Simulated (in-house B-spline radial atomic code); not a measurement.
Configurations of Zn V (Zn4+), with energies counted from [Ar] 3d8. Computed with a B-spline radial code for spherical atoms: non-relativistic PBE0, spin-polarised, spherical fractional occupations, exact exchange averaged over the configuration, point nucleus. Shells without spins written out take the highest spin.

Occupations are held fixed; configurations that lie above the ionisation limit could autoionise.

```
       configuration  E - E(ref) (eV)  highest orbital  its <r> (bohr)
        [Ar] 3d7 4f1           61.983            4f up           3.421
    [Ne] 3s2 3p5 3d9           75.533          3d down          0.7732
[Ne] 3s2 3p5 3d8 4p1           111.42            4p up           2.016
[Ne] 3s2 3p5 3d8 4f1           137.67            4f up           3.417
```

**Question.** Order these further configurations by energy, lowest first.
A. [Ar] 3d7 4d1
B. [Ar] 3d7 4p1
C. [Ne] 3s2 3p5 3d8 4s1
D. [Ar] 3d7 4s1
E. [Ne] 3s2 3p5 3d8 4d1

**Answer.** D (25.468 eV), B (35.816 eV), A (50.918 eV), C (101.04 eV), E (126.58 eV).
